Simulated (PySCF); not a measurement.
## An isoelectronic set: 67 electrons

CCSD(T) in PySCF with def2-TZVPPD on every atom (core potentials on In, Sn, Sb, I), for the lowest determinant that a PBE0 search found; no spin–orbit coupling. All have 67 electrons, 11 of them in the valence shells, and the same state, a doublet (π ↑). For ions De leads to the atom and ion picked by measured ionisation energies and electron affinities.

```tsv
species	difference of nuclear charges	Re (Å)	ωe (cm⁻¹)	k (mdyn/Å)	De (eV)	dissociates to
GaBr⁻	4	2.582	174	0.657	1.17	Ga + Br⁻
InCl⁻	32	2.587	217	0.742	1.33	In + Cl⁻
GeBr	3	2.326	300	2.02	3.52	Ge + Br
SnCl	33	2.371	350	1.96	3.77	Sn + Cl
SiI	39	2.449	360	1.75	3.12	Si + I
SbCl⁺	34	2.242	450	3.23	3.40	Sb⁺ + Cl
```

(1) Which member of the whole set has the stiffest bond, and how does it compare with the softest?

Correlated steps freeze the inner cores (9 to 18 orbitals); shallow outer-core shells are correlated. These are scalar-relativistic numbers at best; spin–orbit coupling would shift them, the dissociation energy most. For an ion De counts to the pair picked by the measured ionisation energies or electron affinities, which need not be the lowest pair at this level. States were picked by a PBE0 search and need not be the measured ground states.

Results:

(1) SbCl⁺ with k = 3.23 mdyn/Å, 4.9 times that of GaBr⁻.
